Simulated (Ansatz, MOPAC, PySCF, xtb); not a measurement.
Complex: HF (SMILES F) (first 2 atoms) with CH2O2 (SMILES O=CO); geometry from B3LYP-D3(BJ)/def2-TZVP, rigid monomers moved along the line of their centres of mass till H2···O3 is 1.88 Å.
(charge 0, multiplicity 1):
```xyz
7

F      0.3902     0.0014     0.4621
H     -0.1553    -0.4725     1.0950
O     -0.7234    -0.7778     2.8612
C     -0.1421    -0.0282     3.6187
O      0.7585     0.8731     3.2707
H     -0.3128    -0.0259     4.6995
H      0.8862     0.8433     2.2959
```

```
level                                                     interaction energy (kcal/mol)  minus MP2/CBS(aug-cc-pVDZ, aug-cc-pVTZ) + ΔCCSD(T)/aug-cc-pVDZ  cost
--------------------------------------------------------  -----------------------------  --------------------------------------------------------------  ----
GFN-FF                                                                            -7.38                                                            3.68     -
AM1                                                                               -3.90                                                            7.16     -
PM7                                                                               -1.85                                                            9.21     -
GFN2-xTB                                                                         -10.89                                                            0.17     -
PBE-D4/def2-TZVPPD                                                               -12.06                                                           -1.00    ×1
r2SCAN-D3(BJ)/def2-TZVPPD                                                        -12.60                                                           -1.54    ×2
r2SCAN-D4/def2-TZVPPD                                                            -12.57                                                           -1.52    ×2
B3LYP/6-31G* (no counterpoise)                                                   -16.50                                                           -5.45     -
B3LYP/6-311+G** (no counterpoise)                                                -11.06                                                            0.00     -
B3LYP-D3(BJ)/def2-TZVPPD                                                         -11.88                                                           -0.82    ×2
MP2/6-31G*                                                                        -9.71                                                            1.34     -
SCS-MP2/aug-cc-pVDZ                                                               -9.35                                                            1.70     -
CCSD(T)/aug-cc-pVDZ                                                              -10.19                                                            0.87    ×8
MP2/CBS(aug-cc-pVDZ, aug-cc-pVTZ) + ΔCCSD(T)/aug-cc-pVDZ                         -11.06                                                            0.00   ×10
```

 The comparison column counts from a level with limits of its own.

The rows run from -16.50 (B3LYP/6-31G* (no counterpoise)) to -1.85 kcal/mol (PM7).

Counterpoise-corrected where a basis set is named; no monomer relaxation. Rows marked so take none.

Frozen-core correlation. CBS(a, b) extrapolates the correlation energy as X⁻³ and adds the Hartree–Fock energy of set b. Rows in 6-311+G**, 6-31G* carry no dispersion term and start afresh at each structure (6-31G* with six Cartesian d functions). MP2/6-31G* freezes PySCF's default core. The state reached by AM1, PM7 isn't checked; PM7 holds dispersion and hydrogen-bond terms.

Codes used: Ansatz (Gaussian orbitals); MOPAC for AM1, PM7 (differences of heats of formation); PySCF for 6-311+G** rows, 6-31G* rows, the dispersion terms; xtb for the GFN methods. 

Costs are rough ratios of core time to PBE/def2-TZVPPD (about 3 s over the structures, on one shared machine); a dash marks a level with no comparable run of its own.

Ansatz is a first-principles code.
